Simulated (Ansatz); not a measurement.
Geometry optimisation, RHF/def2-SVP in Ansatz.

Input file:

```yaml
crystal:
  periodic: [false, false, false]
  atoms:
    - { symbol: Al, position_ang: [0.0, 0.0, 0.0] }
    - { symbol: "N", position_ang: [0.0, 0.0, 2.27] }
    - { symbol: H, position_ang: [-0.877, -0.2713, 2.8] }
    - { symbol: H, position_ang: [0.877, 0.2713, 2.8] }
    - { symbol: F, position_ang: [1.4635, 0.0, -0.845] }
    - { symbol: O, position_ang: [-1.5415, 0.0, -0.89] }
    - { symbol: H, position_ang: [-2.0512, -0.8467, -0.6815] }
    - { symbol: H, position_ang: [-0.2326, 1.7497, 0.5865] }
    - { symbol: H, position_ang: [-0.1826, 1.3735, 1.5699] }
basis:
  gaussian: { orbitals: def2-SVP }
hamiltonian:
  xc: hf
relax:
  f_tol: 0.15
  max_steps: 25
  restrain:
    - { distance: [0, 7], at: 2.76, k: 30.0 }
    - { distance: [8, 1], at: 2.26, k: 30.0 }
    - { distance: [0, 1], at: 1.92, k: 30.0 }
    - { distance: [8, 7], at: 0.66, k: 30.0 }
```

Command:

```bash
$ ansatz run input.yaml --threads 1 --pin off --max-ram 2048MiB --backend cpu --events-out ev --progress --plain --runs-dir out
```

Question: Where does it end, and by what steps?

Answer: The forces met the threshold. The restraints hold the end off the free minimum. After 9 steps the energy has fallen by 2.994 eV (the restraints' own energy left out); H8 moved furthest, 0.74 Å. Joined: H8–H9 (1.05 → 0.72 Å).

```
step  energy less start (eV)  largest force component (eV/Å)  accepted
   0                  0.0000                           3.735       yes
   1                 -0.5872                           2.539       yes
   2                 -1.2248                           2.284       yes
   3                 -2.1462                           1.969       yes
   4                 -2.7406                           1.262       yes
   5                 -2.9480                           2.141       yes
   6                 -2.9701                           1.819       yes
   7                 -2.9801                           1.838       yes
   8                 -2.9863                           1.974       yes
   9                 -2.9944                           2.024       yes
```

```xyz
9
Properties=species:S:1:pos:R:3
Al 0.018 -0.215 0.193
N 0.007 -0.167 2.045
H -0.781 -0.402 2.618
H 0.849 -0.179 2.589
F 1.465 0.006 -0.555
O -1.325 -0.496 -0.761
H -2.222 -0.694 -0.569
H -0.302 2.464 0.773
H -0.254 1.959 1.276
```

The run took 11 s on 1 thread of Intel(R) Xeon(R) 6975P-C (Granite Rapids) (shared host), peak memory 0.17 GiB.
